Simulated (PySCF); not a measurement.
PySCF input (CCSD(T)/cc-pVDZ):

```python
from pyscf import gto, scf, mp, cc as ccmod

mol = gto.M(
    atom='''
    Si    0.01948818   -0.43777756   -0.10293778
    N     1.36604161    0.57197749   -0.46774001
    N    -1.39982509    0.18692618    0.64618647
    H     0.53666540   -1.45908698    0.83339069
    H    -0.42828634   -0.97551289   -1.40585561
    H     1.99371968    0.89432904    0.25182644
    H     1.35089916    1.20782374   -1.24947489
    H    -1.42280477    0.40744566    1.62928477
    H    -2.06654327    0.74156163    0.13283227
    ''',
    basis='cc-pvdz',
    charge=0,
    spin=0,
    verbose=4,
)

mf = scf.RHF(mol)
mf.conv_tol = 1e-10
mf.max_cycle = 100
mf.kernel()
mp2 = mp.MP2(mf, frozen=7).run()
cc = ccmod.CCSD(mf, frozen=7)
cc.max_cycle = 100
cc.kernel()
et = cc.ccsd_t()
print(f'E(CCSD(T)) = {cc.e_tot + et:.9f}')
```

Output:

```
PySCF version 2.14.0

[INPUT] verbose = 4
[INPUT] num. atoms = 9
[INPUT] num. electrons = 34
[INPUT] charge = 0
[INPUT] spin (= nelec alpha-beta = 2S) = 0
[INPUT] symmetry False subgroup None
[INPUT] Mole.unit = angstrom
[INPUT] Symbol           X                Y                Z      unit          X                Y                Z       unit  Magmom
[INPUT]  1 Si     0.019488180000  -0.437777560000  -0.102937780000 AA    0.036827322866  -0.827279691880  -0.194524212071 Bohr   0.0
[INPUT]  2 N      1.366041610000   0.571977490000  -0.467740010000 AA    2.581444517660   1.080880805516  -0.883900516401 Bohr   0.0
[INPUT]  3 N     -1.399825090000   0.186926180000   0.646186470000 AA   -2.645286042395   0.353239285711   1.221115453699 Bohr   0.0
[INPUT]  4 H      0.536665400000  -1.459086980000   0.833390690000 AA    1.014150626530  -2.757274784119   1.574880158862 Bohr   0.0
[INPUT]  5 H     -0.428286340000  -0.975512890000  -1.405855610000 AA   -0.809343885492  -1.843452193083  -2.656682073583 Bohr   0.0
[INPUT]  6 H      1.993719680000   0.894329040000   0.251826440000 AA    3.767584164355   1.690036950845   0.475883002524 Bohr   0.0
[INPUT]  7 H      1.350899160000   1.207823740000  -1.249474890000 AA    2.552829434305   2.282456075348  -2.361165341621 Bohr   0.0
[INPUT]  8 H     -1.422804770000   0.407445660000   1.629284770000 AA   -2.688711344025   0.769960708043   3.078901994225 Bohr   0.0
[INPUT]  9 H     -2.066543270000   0.741561630000   0.132832270000 AA   -3.905200804863   1.401348385186   0.251016610804 Bohr   0.0

nuclear repulsion = 118.686956414682
number of shells = 33
number of NR pGTOs = 135
number of NR cGTOs = 76
basis = cc-pvdz
ecp = {}

******** <class 'pyscf.scf.hf.RHF'> ********
method = RHF
initial guess = minao
damping factor = 0
level_shift factor = 0
DIIS = <class 'pyscf.scf.diis.CDIIS'>
diis_start_cycle = 1
diis_space = 8
diis_damp = 0
SCF conv_tol = 1e-10
SCF conv_tol_grad = None
SCF max_cycles = 100
direct_scf = True
direct_scf_tol = 1e-13
Set gradient conv threshold to 1e-05
Initial guess from minao.
init E= -401.457404608862
  HOMO = -0.283452297355914  LUMO = 0.0938230495243713  gap/eV = 10.26619
cycle= 1 E= -401.337472950913  delta_E= 0.12  |g|= 0.342  |ddm|= 2.32
  HOMO = -0.35525029322796  LUMO = 0.169832338325788  gap/eV = 14.28823
cycle= 2 E= -401.369663519025  delta_E= -0.0322  |g|= 0.117  |ddm|= 0.351
  HOMO = -0.38874943390402  LUMO = 0.16762077293876  gap/eV = 15.13960
cycle= 3 E= -401.373226455497  delta_E= -0.00356  |g|= 0.0418  |ddm|= 0.118
  HOMO = -0.377522689906398  LUMO = 0.172247950484497  gap/eV = 14.96002
cycle= 4 E= -401.373730320551  delta_E= -0.000504  |g|= 0.00441  |ddm|= 0.0433
  HOMO = -0.378563381036898  LUMO = 0.171846589944336  gap/eV = 14.97742
cycle= 5 E= -401.373740266388  delta_E= -9.95e-06  |g|= 0.000968  |ddm|= 0.0075
  HOMO = -0.378752056945657  LUMO = 0.171808306416741  gap/eV = 14.98151
cycle= 6 E= -401.373740888323  delta_E= -6.22e-07  |g|= 0.000226  |ddm|= 0.00205
  HOMO = -0.378783625752263  LUMO = 0.171802976092807  gap/eV = 14.98222
cycle= 7 E= -401.373740931271  delta_E= -4.29e-08  |g|= 5.61e-05  |ddm|= 0.000561
  HOMO = -0.378795448171538  LUMO = 0.171797691672282  gap/eV = 14.98240
cycle= 8 E= -401.373740933851  delta_E= -2.58e-09  |g|= 1.42e-05  |ddm|= 0.000148
  HOMO = -0.378795149391147  LUMO = 0.171797942131018  gap/eV = 14.98240
cycle= 9 E= -401.373740934019  delta_E= -1.67e-10  |g|= 3.85e-06  |ddm|= 3.81e-05
  HOMO = -0.378795461125719  LUMO = 0.171797655143482  gap/eV = 14.98240
cycle= 10 E= -401.37374093403  delta_E= -1.14e-11  |g|= 8.79e-07  |ddm|= 1.22e-05
  HOMO = -0.378795399429706  LUMO = 0.171797667888136  gap/eV = 14.98240
Extra cycle  E= -401.373740934033  delta_E= -3.41e-12  |g|= 3.8e-07  |ddm|= 1.58e-06
converged SCF energy = -401.373740934033

******** <class 'pyscf.mp.mp2.RMP2'> ********
nocc = 10, nmo = 69
frozen orbitals 7
E(RMP2) = -401.823087347598  E_corr = -0.449346413564306
E(SCS-RMP2) = -401.823006466624  E_corr = -0.449265532590555
E_corr(same-spin) = -0.103788650407629
E_corr(oppo-spin) = -0.345557763156676

******** <class 'pyscf.cc.ccsd.CCSD'> ********
CC2 = 0
CCSD nocc = 10, nmo = 69
frozen orbitals 7
max_cycle = 100
direct = 0
conv_tol = 1e-07
conv_tol_normt = 1e-05
diis_space = 6
diis_start_cycle = 0
diis_start_energy_diff = 1e+09
Init t2, MP2 energy = -401.823087346956  E_corr(MP2) -0.449346412922185
Init E_corr(CCSD) = -0.449346412922265
cycle = 1  E_corr(CCSD) = -0.473864366611756  dE = -0.0245179537  norm(t1,t2) = 0.0495458
cycle = 2  E_corr(CCSD) = -0.484273441983415  dE = -0.0104090754  norm(t1,t2) = 0.0154403
cycle = 3  E_corr(CCSD) = -0.487096539500576  dE = -0.00282309752  norm(t1,t2) = 0.00705878
cycle = 4  E_corr(CCSD) = -0.488153011374303  dE = -0.00105647187  norm(t1,t2) = 0.00220997
cycle = 5  E_corr(CCSD) = -0.48806625593346  dE = 8.67554408e-05  norm(t1,t2) = 0.000850006
cycle = 6  E_corr(CCSD) = -0.488034287637383  dE = 3.19682961e-05  norm(t1,t2) = 0.000223718
cycle = 7  E_corr(CCSD) = -0.48803596142064  dE = -1.67378326e-06  norm(t1,t2) = 8.96072e-05
cycle = 8  E_corr(CCSD) = -0.488038236323832  dE = -2.27490319e-06  norm(t1,t2) = 2.44539e-05
cycle = 9  E_corr(CCSD) = -0.488037004790971  dE = 1.23153286e-06  norm(t1,t2) = 7.27699e-06
cycle = 10  E_corr(CCSD) = -0.488037099118698  dE = -9.43277269e-08  norm(t1,t2) = 2.85507e-06
CCSD converged
E(CCSD) = -401.8617780331521  E_corr = -0.488037099118698
CCSD(T) correction = -0.0114165605241102
E(CCSD(T)) = -401.873194594
```
